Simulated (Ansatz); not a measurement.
Ansatz results at the PBE0-D4/def2-TZVP geometry: HOMO energy (PBE0/def2-TZVPP) -9.00 eV; size of the dipole moment (B3LYP/def2-TZVPP) 1.24 D; HOMO–LUMO gap (ωB97M-V/def2-TZVPP) 13.11 eV.

Each molecule was computed in one conformer, which needn't be the lowest.

(1) Which molecule gave them?
A. `N[SiH2]O[SiH](N)F`
B. `CO[SiH2][S][GeH3]`
C. `O[Si](O)(F)C[SiH2]Cl`
D. `O[SiH](O)/C=C\[SiH2]Cl`

## Answers

(1) C. The others give `N[SiH2]O[SiH](N)F`: -7.81, 3.33, 12.15; `O[SiH](O)/C=C\[SiH2]Cl`: -8.23, 2.57, 11.07; `CO[SiH2][S][GeH3]`: -7.39, 2.04, 11.20.

B3LYP here is the variant with VWN-RPA as its local correlation; programs differ in this.
